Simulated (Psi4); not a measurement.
A run for Psi4: SAPT0/jun-cc-pV(D+d)Z on C3H7Cl (a complex), monomers drawn apart or pushed together.

```
memory 8100 MB

molecule dimer {
0 1
Cl    0.24084967    0.21108879    0.53839579
H     0.54917045    0.09146556    1.79286712
--
0 1
C     0.99006893   -0.60366338    5.80023106
C     0.08119547    0.35589142    5.95409405
C    -1.39838370    0.14911564    5.95603134
H     0.70159852   -1.64148948    5.67475853
H     2.05057745   -0.38724743    5.80983980
H     0.42140222    1.38030924    6.08187832
H    -1.87043560    0.72294554    5.15380015
H    -1.65693375   -0.90185687    5.82380501
H    -1.83627080    0.49903036    6.89473714
units angstrom
symmetry c1
no_reorient
no_com
}

set {
  basis jun-cc-pV(D+d)Z
  scf_type df
  freeze_core true
}

energy('sapt0')
```

Output:

```
[...]
==> Input File <==

--------------------------------------------------------------------------
memory 8100 MB

molecule dimer {
0 1
Cl    0.24084967    0.21108879    0.53839579
H     0.54917045    0.09146556    1.79286712
--
0 1
C     0.99006893   -0.60366338    5.80023106
C     0.08119547    0.35589142    5.95409405
C    -1.39838370    0.14911564    5.95603134
H     0.70159852   -1.64148948    5.67475853
H     2.05057745   -0.38724743    5.80983980
H     0.42140222    1.38030924    6.08187832
H    -1.87043560    0.72294554    5.15380015
H    -1.65693375   -0.90185687    5.82380501
H    -1.83627080    0.49903036    6.89473714
units angstrom
symmetry c1
no_reorient
no_com
}

set {
  basis jun-cc-pV(D+d)Z
  scf_type df
  freeze_core true
}

energy('sapt0')
--------------------------------------------------------------------------


   => Loading Basis Set <=

    Name: JUN-CC-PV(D+D)Z
    Role: ORBITAL
    Keyword: BASIS
    atoms 1       entry CL         line   764 file jun-cc-pv_dpd_z.gbs
    atoms 2, 6-11 entry H          line    60 file jun-cc-pv_dpd_z.gbs
    atoms 3-5     entry C          line   188 file jun-cc-pv_dpd_z.gbs

   => Loading Basis Set <=

    Name: JUN-CC-PV(D+D)Z
    Role: ORBITAL
    Keyword: BASIS
    atoms 1       entry CL         line   764 file jun-cc-pv_dpd_z.gbs
    atoms 2, 6-11 entry H          line    60 file jun-cc-pv_dpd_z.gbs
    atoms 3-5     entry C          line   188 file jun-cc-pv_dpd_z.gbs


  //>>>>>>>>>>>>>>>>>>>>>>>>>>>>>>>>>>>//
  //              Dimer HF             //
  //<<<<<<<<<<<<<<<<<<<<<<<<<<<<<<<<<<<//

   => Libint2 <=

    Primary   basis highest AM E, G, H:  7, 6, 3
    Auxiliary basis highest AM E, G, H:  7, 7, 4
    Onebody   basis highest AM E, G, H:  -, -, -
    Solid Harmonics ordering:            Gaussian


   => Loading Basis Set <=

    Name: JUN-CC-PV(D+D)Z
    Role: ORBITAL
    Keyword: BASIS
    atoms 1       entry CL         line   764 file jun-cc-pv_dpd_z.gbs
    atoms 2, 6-11 entry H          line    60 file jun-cc-pv_dpd_z.gbs
    atoms 3-5     entry C          line   188 file jun-cc-pv_dpd_z.gbs


         ---------------------------------------------------------
                                   SCF
               by Justin Turney, Rob Parrish, Andy Simmonett
                          and Daniel G. A. Smith
                              RHF Reference
                        4 Threads,   7724 MiB Core
         ---------------------------------------------------------

  ==> Geometry <==

    Molecular point group: c1
    Full point group: C1

    Geometry (in Angstrom), charge = 0, multiplicity = 1:

       Center              X                  Y                   Z               Mass
    ------------   -----------------  -----------------  -----------------  -----------------
         CL           0.240849670000     0.211088790000     0.538395790000    34.968852682000
         H            0.549170450000     0.091465560000     1.792867120000     1.007825032230
         C            0.990068930000    -0.603663380000     5.800231060000    12.000000000000
         C            0.081195470000     0.355891420000     5.954094050000    12.000000000000
         C           -1.398383700000     0.149115640000     5.956031340000    12.000000000000
         H            0.701598520000    -1.641489480000     5.674758530000     1.007825032230
         H            2.050577450000    -0.387247430000     5.809839800000     1.007825032230
         H            0.421402220000     1.380309240000     6.081878320000     1.007825032230
         H           -1.870435600000     0.722945540000     5.153800150000     1.007825032230
         H           -1.656933750000    -0.901856870000     5.823805010000     1.007825032230
         H           -1.836270800000     0.499030360000     6.894737140000     1.007825032230

  Running in c1 symmetry.

  Rotational constants: A =      0.25708  B =      0.01129  C =      0.01098 [cm^-1]
  Rotational constants: A =   7707.10626  B =    338.42749  C =    329.14371 [MHz]
  Nuclear repulsion =  119.772404449951793

  Charge       = 0
  Multiplicity = 1
  Electrons    = 42
  Nalpha       = 21
  Nbeta        = 21

  ==> Algorithm <==

  SCF Algorithm Type is DF.
  DIIS enabled.
  MOM disabled.
  Fractional occupation disabled.
  Guess Type is SAD.
  Energy threshold   = 1.00e-08
  Density threshold  = 1.00e-08
  Integral threshold = 1.00e-12

  ==> Primary Basis <==

  Basis Set: JUN-CC-PV(D+D)Z
    Blend: JUN-CC-PV(D+D)Z
    Number of shells: 56
    Number of basis functions: 116
    Number of Cartesian functions: 121
    Spherical Harmonics?: true
    Max angular momentum: 2

   => Loading Basis Set <=

    Name: (JUN-CC-PV(D+D)Z AUX)
    Role: JKFIT
    Keyword: DF_BASIS_SCF
    atoms 1       entry CL         line   746 file jun-cc-pvdz-jkfit.gbs
    atoms 2, 6-11 entry H          line    70 file jun-cc-pvdz-jkfit.gbs
    atoms 3-5     entry C          line   146 file jun-cc-pvdz-jkfit.gbs

  ==> Integral Setup <==

  
[...]
112A     13.666488   113A     23.868257   114A     23.871087
     115A     24.292501   116A    156.636267

    Final Occupation by Irrep:
              A
    DOCC [    12 ]
    NA   [    12 ]
    NB   [    12 ]

  @DF-RHF Final Energy:  -117.08410938460598

   => Energetics <=

    Nuclear Repulsion Energy =             70.8717308958906642
    One-Electron Energy =                -296.6711488731825170
    Two-Electron Energy =                 108.7153085926858722
    Total Energy =                       -117.0841093846059806

Computation Completed


Properties will be evaluated at   0.000000,   0.000000,   0.000000 [a0]

Properties computed using the SCF density matrix


 Multipole Moments:

 ------------------------------------------------------------------------------------
     Multipole            Electronic (a.u.)      Nuclear  (a.u.)        Total (a.u.)
 ------------------------------------------------------------------------------------

 L = 1.  Multiply by 2.5417464519 to convert [e a0] to [Debye]
 Dipole X            :          7.6956866           -7.8476126           -0.1519260
 Dipole Y            :          1.8169377           -1.7390140            0.0779237
 Dipole Z            :       -267.7607447          267.7760017            0.0152570
 Magnitude           :                                                    0.1714246

 ------------------------------------------------------------------------------------

  Constructing Basis Sets for SAPT...

   => Loading Basis Set <=

    Name: (JUN-CC-PV(D+D)Z AUX)
    Role: RIFIT
    Keyword: DF_BASIS_SAPT
    atoms 1       entry CL         line   544 file jun-cc-pvdz-ri.gbs
    atoms 2, 6-11 entry H          line    30 file jun-cc-pvdz-ri.gbs
    atoms 3-5     entry C          line   100 file jun-cc-pvdz-ri.gbs

   => Loading Basis Set <=

    Name: (JUN-CC-PV(D+D)Z AUX)
    Role: JKFIT
    Keyword: DF_BASIS_ELST
    atoms 1       entry CL         line   746 file jun-cc-pvdz-jkfit.gbs
    atoms 2, 6-11 entry H          line    70 file jun-cc-pvdz-jkfit.gbs
    atoms 3-5     entry C          line   146 file jun-cc-pvdz-jkfit.gbs


  //>>>>>>>>>>>>>>>>>>>>>>>>>>>>>>>>>>>//
  //               SAPT0               //
  //<<<<<<<<<<<<<<<<<<<<<<<<<<<<<<<<<<<//



        SAPT0
    Ed Hohenstein
     6 June 2009

      Orbital Information
  --------------------------
    NSO        =       116
    NMO        =       116
    NRI        =       378
    NRI (Elst) =       519
    NOCC A     =         9
    NOCC B     =        12
    FOCC A     =         5
    FOCC B     =         3
    NVIR A     =       107
    NVIR B     =       104

    Elst10,r            =    -0.001002958911 [Eh]
    Exch10              =     0.000056365278 [Eh]
    Exch10 (S^2)        =     0.000056360365 [Eh]

    Maxiter = 50
    CPHF R converge = 1.000000E-08

    Iter     Energy [mEh]          dE [mEh]         Residual      Time [s]
       1      -0.00818149       0.008181490     7.208070e-04             0
       2      -0.00890169       0.000720205     3.114647e-04             0
       3      -0.00976011       0.000858416     3.113745e-05             0
       4      -0.00972055      -0.000039558     6.097015e-06             0
       5      -0.00972107       0.000000521     1.388015e-06             0
       6      -0.00972196       0.000000888     2.391843e-07             0
       7      -0.00972180      -0.000000158     4.818947e-08             0
       8      -0.00972182       0.000000021     1.548282e-08             0
       9      -0.00972182      -0.000000003     3.416480e-09             0

    CHF Iterations converged

    Maxiter = 50
    CPHF R converge = 1.000000E-08

    Iter     Energy [mEh]          dE [mEh]         Residual      Time [s]
       1      -0.06973976       0.069739757     1.658171e-03             0
       2      -0.07910439       0.009364635     6.948213e-04             0
       3      -0.08510023       0.005995837     1.621835e-04             0
       4      -0.08513088       0.000030649     5.346627e-05             0
       5      -0.08484971      -0.000281163     1.745820e-05             0
       6      -0.08484897      -0.000000744     6.912130e-06             0
       7      -0.08487249       0.000023519     1.502470e-06             0
       8      -0.08486995      -0.000002540     3.497151e-07             0
       9      -0.08486968      -0.000000265     1.023992e-07             0
      10      -0.08486976       0.000000072     2.529116e-08             0
      11      -0.08486978       0.000000027     4.304670e-09             0

    CHF Iterations converged

    Ind20,r (A<-B)      =    -0.000009721822 [Eh]
    Ind20,r (B<-A)      =    -0.000084869783 [Eh]
    Ind20,r             =    -0.000094591605 [Eh]
    Exch-Ind20,r (A<-B) =     0.000000539539 [Eh]
    Exch-Ind20,r (B<-A) =     0.000017585553 [Eh]
    Exch-Ind20,r        =     0.000018125092 [Eh]
    Disp20              =    -0.000291406616 [Eh]
    Disp20 (SS)         =    -0.000145703308 [Eh]
    Disp20 (OS)         =    -0.000145703308 [Eh]
    Exch-Disp20         =     0.000004894099 [Eh]
    Exch-Disp20 (SS)    =     0.000002837534 [Eh]
    Exch-Disp20 (OS)    =     0.000002056565 [Eh]

    SAPT Results
  --------------------------------------------------------------------------------------------------------
    Electrostatics                 -1.00295891 [mEh]      -0.62936622 [kcal/mol]      -2.63326826 [kJ/mol]
      Elst10,r                     -1.00295891 [mEh]      -0.62936622 [kcal/mol]      -2.63326826 [kJ/mol]

    Exchange                        0.05636528 [mEh]       0.03536975 [kcal/mol]       0.14798702 [kJ/mol]
      Exch10                        0.05636528 [mEh]       0.03536975 [kcal/mol]       0.14798702 [kJ/mol]
      Exch10(S^2)                   0.05636037 [mEh]       0.03536666 [kcal/mol]       0.14797412 [kJ/mol]

    Induction                      -0.09172608 [mEh]      -0.05755899 [kcal/mol]      -0.24082680 [kJ/mol]
      Ind20,r                      -0.09459161 [mEh]      -0.05935713 [kcal/mol]      -0.24835022 [kJ/mol]
      Exch-Ind20,r                  0.01812509 [mEh]       0.01137367 [kcal/mol]       0.04758742 [kJ/mol]
      delta HF,r (2)               -0.01525957 [mEh]      -0.00957552 [kcal/mol]      -0.04006400 [kJ/mol]

    Dispersion                     -0.28651252 [mEh]      -0.17978932 [kcal/mol]      -0.75223851 [kJ/mol]
      Disp20                       -0.29140662 [mEh]      -0.18286041 [kcal/mol]      -0.76508797 [kJ/mol]
      Exch-Disp20                   0.00489410 [mEh]       0.00307109 [kcal/mol]       0.01284946 [kJ/mol]
      Disp20 (SS)                  -0.14570331 [mEh]      -0.09143021 [kcal/mol]      -0.38254398 [kJ/mol]
      Disp20 (OS)                  -0.14570331 [mEh]      -0.09143021 [kcal/mol]      -0.38254398 [kJ/mol]
      Exch-Disp20 (SS)              0.00283753 [mEh]       0.00178058 [kcal/mol]       0.00744994 [kJ/mol]
      Exch-Disp20 (OS)              0.00205657 [mEh]       0.00129051 [kcal/mol]       0.00539951 [kJ/mol]

  Total HF                         -1.03831972 [mEh]      -0.65155546 [kcal/mol]      -2.72610804 [kJ/mol]
  Total SAPT0                      -1.32483223 [mEh]      -0.83134478 [kcal/mol]      -3.47834655 [kJ/mol]

  Special recipe for scaled SAPT0 (see Manual):
    Electrostatics sSAPT0          -1.00295891 [mEh]      -0.62936622 [kcal/mol]      -2.63326826 [kJ/mol]
    Exchange sSAPT0                 0.05636528 [mEh]       0.03536975 [kcal/mol]       0.14798702 [kJ/mol]
    Induction sSAPT0               -0.09172134 [mEh]      -0.05755601 [kcal/mol]      -0.24081435 [kJ/mol]
    Dispersion sSAPT0              -0.28651124 [mEh]      -0.17978852 [kcal/mol]      -0.75223515 [kJ/mol]
  Total sSAPT0                     -1.32482621 [mEh]      -0.83134100 [kcal/mol]      -3.47833074 [kJ/mol]
  --------------------------------------------------------------------------------------------------------



*** Psi4 exiting successfully. Buy a developer a beer!
```

The run finished.

Cost: very roughly 12 core-seconds.
